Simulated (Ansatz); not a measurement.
Computed with Ansatz.

`C[SiH2][AlH][GaH2]` at its PBE0-D4/def2-TZVP geometry, where that method's forces vanish. Total charge 0; spin multiplicity 1.

| atom | x (Å) | y (Å) | z (Å) |
| --- | --- | --- | --- |
| C1 | 1.7669 | -0.2522 | -1.8536 |
| Si2 | 1.0915 | -0.0163 | -0.1117 |
| Al3 | -1.3633 | -0.0388 | 0.1030 |
| Ga4 | -2.4873 | 0.3538 | 2.3162 |
| H5 | 2.8591 | -0.2344 | -1.8536 |
| H6 | 1.4119 | 0.5396 | -2.5168 |
| H7 | 1.4398 | -1.2078 | -2.2688 |
| H8 | 1.6456 | -1.0827 | 0.7805 |
| H9 | 1.6064 | 1.2728 | 0.4469 |
| H10 | -2.2535 | -0.3140 | -1.1962 |
| H11 | -2.8983 | 1.7939 | 2.8245 |
| H12 | -2.8187 | -0.8138 | 3.3298 |

(1) For each bond, give half the difference of the two atoms' forces along it (eV/Å; positive pushes the atoms apart) under PBE-D4, r2SCAN-D4, B3LYP-D4, ωB97M-V in def2-TZVPP. (An estimate is asked.)

## Answers

(1) The calculation gave: 
```json
{"bond": "C1–Si2", "length (Å)": "1.883", "PBE-D4": "0.02", "r2SCAN-D4": "0.03", "B3LYP-D4": "0.13", "ωB97M-V": "0.07"}
{"bond": "C1–H5", "length (Å)": "1.092", "PBE-D4": "0.11", "r2SCAN-D4": "-0.01", "B3LYP-D4": "-0.05", "ωB97M-V": "-0.06"}
{"bond": "C1–H6", "length (Å)": "1.092", "PBE-D4": "0.10", "r2SCAN-D4": "-0.02", "B3LYP-D4": "-0.04", "ωB97M-V": "-0.04"}
{"bond": "C1–H7", "length (Å)": "1.092", "PBE-D4": "0.10", "r2SCAN-D4": "-0.02", "B3LYP-D4": "-0.04", "ωB97M-V": "-0.04"}
{"bond": "Si2–Al3", "length (Å)": "2.464", "PBE-D4": "-0.06", "r2SCAN-D4": "0.03", "B3LYP-D4": "0.03", "ωB97M-V": "0.01"}
{"bond": "Si2–H8", "length (Å)": "1.497", "PBE-D4": "0.09", "r2SCAN-D4": "-0.02", "B3LYP-D4": "-0.09", "ωB97M-V": "-0.11"}
{"bond": "Si2–H9", "length (Å)": "1.496", "PBE-D4": "0.09", "r2SCAN-D4": "-0.02", "B3LYP-D4": "-0.09", "ωB97M-V": "-0.11"}
{"bond": "Al3–Ga4", "length (Å)": "2.513", "PBE-D4": "-0.12", "r2SCAN-D4": "-0.06", "B3LYP-D4": "0.02", "ωB97M-V": "0.03"}
{"bond": "Al3–H10", "length (Å)": "1.599", "PBE-D4": "0.11", "r2SCAN-D4": "0.00", "B3LYP-D4": "-0.10", "ωB97M-V": "-0.11"}
{"bond": "Ga4–H11", "length (Å)": "1.581", "PBE-D4": "0.08", "r2SCAN-D4": "-0.05", "B3LYP-D4": "0.01", "ωB97M-V": "-0.07"}
{"bond": "Ga4–H12", "length (Å)": "1.581", "PBE-D4": "0.08", "r2SCAN-D4": "-0.05", "B3LYP-D4": "0.01", "ωB97M-V": "-0.07"}
```

B3LYP here is the variant with VWN-RPA as its local correlation; programs differ in this.
